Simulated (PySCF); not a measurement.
## Orbital picture of SiBi

B97-3 at R = 2.453 Å; basis Si def2-TZVPP, Bi def2-TZVPP with ECP60; scalar-relativistic core potentials; PySCF 2.14. State: ²Π (doublet), unpaired electrons π ↑. Only the outer orbitals are listed, counted within each symmetry, core potentials removing the inner ones.

```tsv
spin	orbital	occ.	ε (eV)	on Si (%)	main shells (%)
α	7σ	1	-16.86	18	81 Bi s, 13 Si s
α	8σ	1	-11.68	73	73 Si s, 14 Bi s, 11 Bi p
α	4π	1	-6.56	33	66 Bi p, 31 Si p
α	9σ	1	-6.35	53	45 Bi p, 43 Si p, 9 Si s
α	4π	1	-6.02	36	63 Bi p, 34 Si p
α	5π	0	-2.47	66	66 Si p, 32 Bi p
α	5π	0	-2.07	64	64 Si p, 34 Bi p
α	10σ	0	0.49	50	62 Bi p, 57 Si p
β	7σ	1	-16.22	21	78 Bi s, 15 Si s
β	8σ	1	-11.37	74	73 Si s, 15 Bi s, 11 Bi p
β	9σ	1	-6.18	54	45 Si p, 44 Bi p, 8 Si s
β	4π	1	-5.83	41	58 Bi p, 39 Si p
β	4π	0	-4.22	37	62 Bi p, 36 Si p
β	5π	0	-2.00	59	58 Si p, 39 Bi p
β	5π	0	-1.78	62	62 Si p, 36 Bi p
```

**Question.** Which are the highest filled and the lowest empty level, where do they sit, and how wide is the gap?

**Answer.** Highest filled β 4π at -5.83 eV (in %: 58 Bi p, 39 Si p); lowest empty β 4π at -4.22 eV (in %: 62 Bi p, 36 Si p); the gap at B97-3 is 1.61 eV. Both belong to one degenerate shell, split only by its one-sided filling, so this is no excitation gap.

| Property | Result |
| --- | --- |
| bond order (Mayer) | 2.34 |
| ⟨S²⟩ | 0.755 |
| charge on Si (Mulliken, basis-dependent) | -0.03 |
| charge on Si (Löwdin, basis-dependent) | -0.10 |
| dipole moment (positive dipole means Si(−)Bi(+)) | 0.64 D |

These are scalar-relativistic numbers at best; spin–orbit coupling would shift them, the dissociation energy most. The state is the lowest determinant that a PBE0 search found; another state may lie lower at other levels.
